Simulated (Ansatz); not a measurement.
Computed with Ansatz on PBE0-D4/def2-TZVP structures; ΔE is electronic, products minus reactants. CCSD(T)/CBS adds triple-zeta CCSD(T) − MP2 to the extrapolated MP2 energy (def2 sets, frozen cores). This one scheme is used for every species. Functionals use def2-TZVPP. B3LYP here is the variant with VWN-RPA as its local correlation; programs differ in this. For Ge outer-core shells are correlated without core-valence functions, which leaves a few kJ/mol of doubt a bond. Scalar relativity is left out up to krypton. One conformer a species, not always the lowest.

Consider the cleavage of the Si–B bond: `N[SiH2]B(O)Cl` + `[NH2][GeH2][NH2]` → `N[SiH2][NH][GeH2][NH2]` + `OBCl`.

Q: Is it downhill or uphill in electronic energy at CCSD(T)/CBS, and by how much? (An estimate is asked.)

A: The calculation gave: Downhill: ΔE = -24.8 kcal/mol.

Q: What do these levels give: PBE0-D4, ωB97X-V, ωB97M-V, PBE, B3LYP, MP2/CBS(def2)? (Estimate.)

A: Computed: PBE0-D4 -22.2, ωB97X-V -23.9, ωB97M-V -25.1, PBE -20.2, B3LYP -23.6, MP2/CBS(def2) -26.6 kcal/mol.

Largest T1 diagnostic among the species: 0.012.

From PBE to PBE0 (25 % exact exchange), in def2-TZVPP and without D4, ΔE moves by −1.6 kcal/mol.
